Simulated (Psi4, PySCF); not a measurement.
C3H8Si (SMILES C=C[SiH2]C), singlet, at a GFN2-xTB geometry. Base run: PySCF with B3LYP/6-31G, TDDFT.

Input for PySCF:
```python
from pyscf import gto, scf, dft, tdscf

mol = gto.M(
    atom='''
Si    0.47695494   -0.41382941    0.47456898
C     1.92981182    0.21809265   -0.57454235
C    -1.12998926   -0.04885704   -0.43984901
C    -2.14343578    0.64810600    0.04864616
H     0.60373085   -1.86750974    0.65879502
H     0.47041131    0.25297205    1.78193681
H     1.86552034    1.29045061   -0.73778147
H     2.87965808    0.01537767   -0.08877077
H     1.95179241   -0.26130642   -1.54938213
H    -1.22469819   -0.44404119   -1.44567962
H    -3.04851422    0.83622646   -0.51022918
H    -2.11359043    1.06739274    1.04161686
''',
    basis='6-31g',
    verbose=4,
)

mf = dft.RKS(mol)
mf.xc = 'b3lyp'
mf.kernel()
td = mf.TDDFT()
td.nstates = 5
td.kernel()
td.analyze()
```

Programs used: Psi4, PySCF; a row that names a program was run with it.

Each row names what was changed in the base input (with any setting that the change needs).

```json
[
 {"change": "base", "first excitation (eV)": "7.04", "oscillator strength of the first": "0.007", "second (eV)": "7.50"},
 {"change": "functional = lc_wpbe", "first excitation (eV)": "7.32", "oscillator strength of the first": "0.004", "second (eV)": "8.01"},
 {"change": "nstates = 2", "first excitation (eV)": "7.04", "oscillator strength of the first": "0.007", "second (eV)": "7.50"},
 {"change": "guess vectors = 13 for 5 states", "first excitation (eV)": "7.04", "oscillator strength of the first": "0.007", "second (eV)": "7.50"},
 {"change": "response = Tamm-Dancoff", "first excitation (eV)": "7.06", "oscillator strength of the first": "0.008", "second (eV)": "7.72"},
 {"change": "code = psi4", "first excitation (eV)": "7.04", "oscillator strength of the first": "0.007", "second (eV)": "7.50"},
 {"change": "functional = pbe0", "first excitation (eV)": "7.09", "oscillator strength of the first": "0.006", "second (eV)": "7.63"},
 {"change": "functional = pbe", "first excitation (eV)": "6.73", "oscillator strength of the first": "0.014", "second (eV)": "7.01"},
 {"change": "nstates = 10", "first excitation (eV)": "7.04", "oscillator strength of the first": "0.007", "second (eV)": "7.50"},
 {"change": "functional = camb3lyp", "first excitation (eV)": "7.21", "oscillator strength of the first": "0.005", "second (eV)": "7.80"}
]
```

An iterative solver can miss low states, so a row lists the states that it found.
